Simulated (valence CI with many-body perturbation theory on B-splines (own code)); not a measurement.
# Energy levels of Co⁴⁺

Calculated by valence CI with perturbative core correlation (CI+MBPT): five valence electrons over a frozen Dirac-Fock core [Ar], a basis of 7 s, 7 p, 8 d, 6 f, 4 g, 1 h functions for each j, with the one-electron correlation potential Σ1, the two-electron term Σ2, the three-electron term Σ3, Breit, model QED; selected CI, second order for the rest, scaled by the run's own slope (own B-spline code, finite nucleus).

Set against measurement, 45 paired levels are off by 4798 cm⁻¹ on average, the worst by 8444. These come from a selection out of Sugar and Corliss, J. Phys. Chem. Ref. Data 10, 1097 (1981). Levels without a partner in it may be off by more, other configurations by 1,000 to 8,000 cm⁻¹. Among the levels kept, up to 2100 cm⁻¹ of a level comes from second order outside the variational space, and about a tenth of that is noise between levels of different J, which matters for small intervals. 1 measured level below the end of the list, from 60532 cm⁻¹ on, found no clear computed partner, and computed levels of the same name lie up to 9163 cm⁻¹ from them.

Levels 136 to 180 of 224, with energies above the lowest level, 3d5 6S_5/2. "Leading %" is the weight of the configuration and term that name the level; weights of strongly mixed levels are sums over their largest components and can fall short. In the jj column 3d3/2^4 stands for four electrons in 3d with j = 3/2.

| No. | Configuration | Term | J | E (eV) | Leading % | Leading jj | g | Second component |
| --- | --- | --- | --- | --- | --- | --- | --- | --- |
| 136 | 3d4 4p | 4G° | 11/2 | 37.457 | 92 | 3d3/2^2 3d5/2^2 4p3/2 (28 %) | 1.259 |  |
| 137 | 3d4 4p | 4I° | 13/2 | 37.460 | 90 | 3d3/2^2 3d5/2^2 4p3/2 (43 %) | 1.115 | 6 % 3d4 4p 4H° |
| 138 | 3d4 4p | 4D° | 7/2 | 37.492 | 47 | 3d3/2 3d5/2^3 4p3/2 (33 %) | 1.165 | 31 % 3d4 4p 2G° |
| 139 | 3d4 4p | 4P° | 1/2 | 37.522 | 65 | 3d3/2^2 3d5/2^2 4p1/2 (27 %) | 2.347 | 27 % 3d4 4p 2S° |
| 140 | 3d4 4p | 2G° | 9/2 | 37.532 | 55 | 3d3/2 3d5/2^3 4p3/2 (43 %) | 1.132 | 28 % 3d4 4p 4G° |
| 141 | 3d4 4p | 4I° | 15/2 | 37.546 | 98 | 3d3/2 3d5/2^3 4p3/2 (53 %) | 1.199 |  |
| 142 | 3d4 4p | 4F° | 3/2 | 37.694 | 43 | 3d3/2^2 3d5/2^2 4p1/2 (37 %) | 0.757 | 35 % 3d4 4p 2D° |
| 143 | 3d4 4p | 4G° | 5/2 | 37.700 | 90 | 3d3/2^2 3d5/2^2 4p1/2 (21 %) | 0.603 |  |
| 144 | 3d4 4p | 4P° | 3/2 | 37.719 | 81 | 3d3/2 3d5/2^3 4p1/2 (22 %) | 1.551 | 8 % 3d4 4p 4F° |
| 145 | 3d4 4p | 4G° | 7/2 | 37.723 | 94 | 3d3/2^2 3d5/2^2 4p3/2 (34 %) | 0.986 |  |
| 146 | 3d4 4p | 4G° | 9/2 | 37.749 | 92 | 3d3/2^2 3d5/2^2 4p3/2 (34 %) | 1.171 |  |
| 147 | 3d4 4p | 4F° | 5/2 | 37.784 | 64 | 3d3/2 3d5/2^3 4p1/2 (34 %) | 1.071 | 23 % 3d4 4p 2D° |
| 148 | 3d4 4p | 4G° | 11/2 | 37.802 | 83 | 3d3/2^3 3d5/2 4p3/2 (41 %) | 1.231 | 9 % 3d4 4p 2I° |
| 149 | 3d4 4p | 2S° | 1/2 | 37.832 | 33 | 3d3/2^3 3d5/2 4p3/2 (35 %) | 1.713 | 30 % 3d4 4p 2P° |
| 150 | 3d4 4p | 4F° | 7/2 | 37.847 | 92 | 3d3/2^2 3d5/2^2 4p3/2 (35 %) | 1.228 |  |
| 151 | 3d4 4p | 4F° | 9/2 | 37.867 | 91 | 3d3/2^2 3d5/2^2 4p3/2 (31 %) | 1.318 |  |
| 152 | 3d4 4p | 4P° | 5/2 | 37.869 | 77 | 3d3/2 3d5/2^3 4p3/2 (28 %) | 1.506 | 8 % 3d4 4p 4F° |
| 153 | 3d4 4p | 2I° | 11/2 | 37.886 | 81 | 3d3/2^2 3d5/2^2 4p3/2 (57 %) | 0.972 | 10 % 3d4 4p 4G° |
| 154 | 3d4 4p | 2I° | 13/2 | 37.891 | 90 | 3d3/2^2 3d5/2^2 4p3/2 (42 %) | 1.085 | 5 % 3d4 4p 4H° |
| 155 | 3d4 4p | 2D° | 3/2 | 37.915 | 33 | 3d3/2 3d5/2^3 4p3/2 (28 %) | 0.938 | 24 % 3d4 4p 4F° |
| 156 | 3d4 4p | 2D° | 5/2 | 37.939 | 39 | 3d3/2^2 3d5/2^2 4p3/2 (38 %) | 1.134 | 13 % 3d4 4p 4F° |
| 157 | 3d4 4p | 2P° | 3/2 | 37.988 | 24 | 3d3/2 3d5/2^3 4p3/2 (27 %) | 1.182 | 20 % 3d4 4p 4S° |
| 158 | 3d4 4p | 2H° | 9/2 | 38.014 | 86 | 3d3/2^2 3d5/2^2 4p3/2 (37 %) | 0.915 | 6 % 3d4 4p 4H° |
| 159 | 3d4 4p | 2F° | 5/2 | 38.019 | 36 | 3d3/2^2 3d5/2^2 4p1/2 (26 %) | 1.074 | 16 % 3d4 4p 2D° |
| 160 | 3d4 4p | 2F° | 7/2 | 38.049 | 41 | 3d5/2^4 4p3/2 (22 %) | 1.246 | 28 % 3d4 4p 4D° |
| 161 | 3d4 4p | 4D° | 1/2 | 38.059 | 65 | 3d3/2^2 3d5/2^2 4p3/2 (42 %) | 0.485 | 17 % 3d4 4p 2S° |
| 162 | 3d4 4p | 4D° | 3/2 | 38.086 | 58 | 3d3/2^2 3d5/2^2 4p3/2 (35 %) | 1.245 | 19 % 3d4 4p 4S° |
| 163 | 3d4 4s | 2D | 5/2 | 38.094 | 98 | 3d3/2^2 3d5/2^2 4s (61 %) | 1.200 |  |
| 164 | 3d4 4p | 4H° | 7/2 | 38.094 | 92 | 3d3/2^2 3d5/2^2 4p1/2 (26 %) | 0.685 |  |
| 165 | 3d4 4s | 2D | 3/2 | 38.098 | 98 | 3d3/2^2 3d5/2^2 4s (61 %) | 0.799 |  |
| 166 | 3d4 4p | 4D° | 5/2 | 38.111 | 46 | 3d3/2^2 3d5/2^2 4p3/2 (34 %) | 1.130 | 17 % 3d4 4p 2F° |
| 167 | 3d4 4p | 2H° | 11/2 | 38.126 | 82 | 3d3/2 3d5/2^3 4p1/2 (30 %) | 1.095 | 9 % 3d4 4p 4H° |
| 168 | 3d4 4p | 4H° | 9/2 | 38.167 | 67 | 3d3/2^2 3d5/2^2 4p1/2 (31 %) | 1.037 | 12 % 3d4 4p 4F° |
| 169 | 3d4 4p | 2P° | 1/2 | 38.177 | 44 | 3d3/2 3d5/2^3 4p3/2 (44 %) | 0.737 | 32 % 3d4 4p 4D° |
| 170 | 3d4 4p | 2F° | 7/2 | 38.181 | 45 | 3d3/2 3d5/2^3 4p3/2 (33 %) | 1.235 | 14 % 3d4 4p 4D° |
| 171 | 3d4 4p | 4F° | 3/2 | 38.198 | 44 | 3d3/2^2 3d5/2^2 4p3/2 (38 %) | 1.014 | 26 % 3d4 4p 4S° |
| 172 | 3d4 4p | 4F° | 9/2 | 38.203 | 68 | 3d3/2 3d5/2^3 4p1/2 (32 %) | 1.241 | 14 % 3d4 4p 4H° |
| 173 | 3d4 4p | 4F° | 5/2 | 38.238 | 69 | 3d3/2^2 3d5/2^2 4p3/2 (34 %) | 1.091 | 18 % 3d4 4p 4D° |
| 174 | 3d4 4p | 4F° | 3/2 | 38.246 | 34 | 3d3/2^2 3d5/2^2 4p3/2 (36 %) | 1.121 | 23 % 3d4 4p 2P° |
| 175 | 3d4 4p | 4F° | 7/2 | 38.248 | 53 | 3d3/2^2 3d5/2^2 4p3/2 (32 %) | 1.290 | 36 % 3d4 4p 4D° |
| 176 | 3d4 4p | 4H° | 11/2 | 38.253 | 79 | 3d3/2^2 3d5/2^2 4p3/2 (35 %) | 1.126 | 12 % 3d4 4p 2H° |
| 177 | 3d4 4p | 4H° | 13/2 | 38.357 | 93 | 3d3/2 3d5/2^3 4p3/2 (71 %) | 1.223 | 4 % 3d4 4p 2I° |
| 178 | 3d4 4p | 2D° | 3/2 | 38.386 | 78 | 3d3/2 3d5/2^3 4p3/2 (36 %) | 0.856 | 8 % 3d4 4p 2P° |
| 179 | 3d4 4p | 2H° | 11/2 | 38.518 | 69 | 3d3/2^2 3d5/2^2 4p3/2 (33 %) | 1.130 | 15 % 3d4 4p 4G° |
| 180 | 3d4 4p | 2G° | 7/2 | 38.518 | 83 | 3d3/2^2 3d5/2^2 4p3/2 (35 %) | 0.908 | 10 % 3d4 4p 4G° |

Names give the largest LS component (configuration and term), which can be under half, so a name can repeat, a term be missing and a line seem to break the LS rules; names also repeat where a configuration has a term twice.

Where two levels of one J and parity lie close, their mixing, g and order are uncertain.
